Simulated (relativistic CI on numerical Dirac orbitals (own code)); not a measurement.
## Ta XXV: sensitivity of the levels to the model

Base calculation: Dirac-Coulomb-Breit CI, separate exchange-only KLI orbitals for each configuration, QED by a radiative potential, unscaled Slater integrals.

Configuration list (outside the closed core [Ar] 3d10 4s2): 4p⁶4d¹⁰4f³, 4p⁶4d¹⁰4f²5s, 4p⁶4d⁹4f⁴, 4p⁶4d¹⁰4f5s², 4p⁶4d¹⁰4f²5p, 4p⁶4d¹⁰4f5s5p, 4p⁶4d¹⁰4f5p², 4p⁶4d¹⁰4f²5d, 4p⁶4d¹⁰4f5s5d, 4p⁵4d¹⁰4f⁴, 4p⁶4d¹⁰4f5p5d, 4p⁶4d⁹4f²5s², 4p⁶4d¹⁰4f²5f, 4p⁶4d¹⁰4f5d², 4p⁶4d¹⁰4f²6s, 4p⁶4d¹⁰4f²6p. Levels of other configurations are missing.

Variants: (1) P86 correlation estimate; (2) configuration mixing switched off. Shifts of the energy above 4p⁶4d¹⁰4f³ ⁴I°9/2, in cm⁻¹, for the lowest level and the first level of each name with at least 55 % of one term (blank where a level changes its place among those of its configuration and J or its character, or is not in the variant):

```tsv
Level	Base	Δ(1)	Δ(2)
4p⁶4d¹⁰4f³ ⁴I°9/2	0.0	0.0	0.0
4p⁶4d¹⁰4f³ ⁴I°11/2	17570.9	-0.1	-103.4
4p⁶4d¹⁰4f³ ⁴I°13/2	32990.8	-0.1	-98.0
4p⁶4d¹⁰4f³ ⁴F°3/2	36037.5	+1.4	+2012.7
4p⁶4d¹⁰4f³ ⁴I°15/2	46625.9	0.0	-23.1
4p⁶4d¹⁰4f³ ⁴F°5/2	47794.1	+1.3	+1939.8
4p⁶4d¹⁰4f³ ⁴S°3/2	53029.6	+1.0	+1179.9
4p⁶4d¹⁰4f³ ⁴G°5/2	56725.1	+1.7	+2290.9
4p⁶4d¹⁰4f³ ⁴G°7/2	64310.2	+1.4	+2068.3
4p⁶4d¹⁰4f³ ⁴F°9/2	66104.2	+1.1	+1607.4
4p⁶4d¹⁰4f³ ²H°11/2	68385.4	+1.0	+1046.3
4p⁶4d¹⁰4f³ ²K°13/2	69167.0	+0.3	+547.4
4p⁶4d¹⁰4f³ ⁴G°9/2	79756.8	+1.4	+2138.2
4p⁶4d¹⁰4f³ ²P°1/2	81888.0	+2.3	+1796.4
```

At this charge energies of transitions that change n are usually good to better than 1 %, and those within a shell (Δn = 0) to a few per cent. Terms inside the open d or f shell come out 10 to 20 % too wide with unscaled integrals.

Ionisation energy from the two ground configurations alone: base 727.57 eV; P86 correlation estimate 729.55 eV. The NIST ASD value (theoretical) is 750 eV. The gap of more than 2 % comes from missing correlation, or from a tabulated value that is itself an estimate.

LS names give the leading component of a level, which can be under half, so a name can repeat, a term be missing and a line seem to break the LS rules.
